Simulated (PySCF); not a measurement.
TeBr4, SMILES Br[Te](Br)(Br)Br.

Geometry optimised at PBE-D3(BJ)/def2-SVP. The def2 effective core potentials stand for the cores of Te; spin–orbit coupling is left out.

Two levels are set side by side: PBE/def2-TZVP (PySCF) and HF/def2-TZVP (PySCF). Same geometry, gas phase. Differences are taken from unrounded values.

| quantity | HF |
|---|---|
| orbital gap (eV) | 8.51 |
| highest occupied level (eV) | -9.82 |
| lowest empty level (eV) | -1.31 |
| dipole moment (D) | 0.68 |
| mean polarisability (bohr³) | 138.3 |

### Question
What does PBE give, and how far is it from HF? (An estimate is asked for; the answer gives what the named calculation found.)

### Answer

```json
[
 {"quantity": "orbital gap (eV)", "PBE": "2.08", "PBE minus HF": "-6.43"},
 {"quantity": "highest occupied level (eV)", "PBE": "-6.93", "PBE minus HF": "2.89"},
 {"quantity": "lowest empty level (eV)", "PBE": "-4.85", "PBE minus HF": "-3.55"},
 {"quantity": "dipole moment (D)", "PBE": "0.07", "PBE minus HF": "-0.60"},
 {"quantity": "mean polarisability (bohr³)", "PBE": "145.4", "PBE minus HF": "7.2"}
]
```

PBE's occupied levels lie high since its potential decays too fast outside the molecule; exact exchange lowers them and widens the gap. PBE's more diffuse valence density responds more strongly to a field. Differences between two approximate levels are no errors against the true value.

Rough cost on one machine, each run with all the roots and properties that it gave: HF against PBE within a factor of 2.
